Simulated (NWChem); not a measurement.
# C2H4FNOSi; SMILES N1=C[Si@H]([C@H]1F)O

```xyz
10

O      0.7439    -1.8784    -0.4603
Si    -0.2214    -0.8629     0.4235
C     -1.5226     0.2070    -0.4365
N     -0.9277     1.3356    -0.2558
C      0.2828     0.9942     0.5067
F      1.4076     1.3318    -0.1996
H      1.2022    -1.4959    -1.2159
H     -0.5945    -1.6540     1.6293
H     -2.4919     0.1653    -0.9550
H      0.2978     1.5496     1.4609
```
Atoms are numbered in this order, from 1.

Computed with NWChem. All runs use the structure optimised with PBE0/def2-SVP. Level M06-L/def2-SVP: energy and gradient on several grids; changes count from the extra-fine grid, which is no exact limit either.

Q: Which is the coarsest grid (xcoarse; medium; fine; coarse; xfine) from which on the energy stays within 100 μHa and each gradient component within 200 μHa/bohr of xfine?

A: fine.
| grid | size of the energy change (μHa) | largest change of a gradient component (μHa/bohr) | time, medium = 1 (rough) |
|---|---|---|---|
| xcoarse | 30000 | 6000 | about 1 |
| coarse | 700 | 1000 | about 1 |
| medium | 40 | 300 | about 1 |
| fine | < 10 | 80 | about 1 |
| xfine | < 10 | < 30 | 3 |
